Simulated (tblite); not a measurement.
A structure optimised at GFN2-xTB (Å):
```
atom  x, y, z in Å
N1    -0.6227    1.8325   -0.7919
P2     0.2594    0.6709    0.0537
N3     1.4814    1.3067    0.7922
Si4    2.6729    0.5589    1.7763
C5    -1.0429   -0.1702    1.0475
C6    -2.0894   -0.8209    0.1423
O7    -1.5400   -1.7637   -0.7439
C8    -0.7527   -1.1877   -1.7561
C9     0.5638   -0.6102   -1.2341
H10   -0.0187    2.2874   -1.4705
H11   -0.9524    2.5435   -0.1454
H12    3.4444   -0.4666    1.0572
H13    2.1008   -0.0916    2.9656
H14    3.5298    1.6763    2.1584
H15   -0.5418   -0.9270    1.6561
H16   -1.5063    0.5567    1.7188
H17   -2.8140   -1.3776    0.7441
H18   -2.6197   -0.0396   -0.4224
H19   -1.3200   -0.3962   -2.2681
H20   -0.5536   -1.9973   -2.4650
H21    1.1461   -0.1699   -2.0473
H22    1.1650   -1.3950   -0.7681
```

Neutral, closed shell.

Which heavy atoms are bonded, and with what formal order?

N1–P2 1.69 Å (single); P2–N3 1.56 Å (double); N3–Si4 1.72 Å (single); P2–C5 1.84 Å (single); C5–C6 1.53 Å (single); C6–O7 1.41 Å (single); O7–C8 1.41 Å (single); C8–C9 1.53 Å (single); P2–C9 1.84 Å (single). Bonds to hydrogen (Å): N1–H10 1.02; N1–H11 1.02; Si4–H12 1.47; Si4–H13 1.47; Si4–H14 1.46; C5–H15 1.09; C5–H16 1.09; C6–H17 1.09; C6–H18 1.10; C8–H19 1.10; C8–H20 1.09; C9–H21 1.09; C9–H22 1.09. The orders are those of one drawing; other resonance forms can be drawn.

Give the structure as a SMILES string.

`NP1(=N[SiH3])CCOCC1`, C4H13N2OPSi. Among its features: ether and Si–H bond.

What is the point group of this geometry?

Cs (every atom within 0.08 Å of its image).

Which rings does it hold (smallest set)?

P2–C5–C6–O7–C8–C9 (6 members, 0.24 Å rms from planarity).

Classify the heavy atoms.

N1: nitrogen bonded to P and 2 H; P2: phosphorus bonded to 2 C and 2 N; N3: nitrogen bonded to P and Si; Si4: SiH3 silicon; C5/C9: sp3 carbon bound to phosphorus; C6/C8: sp3 carbon bound to oxygen; O7: cyclic ether oxygen.

What is the arrangement about O7?

It has 2 neighbours (C6, C8) and is bent (angle 113.4°).

What is the arrangement about N3?

It has 2 neighbours (P2, Si4) and is bent (angle 129.5°).

These are computed values.
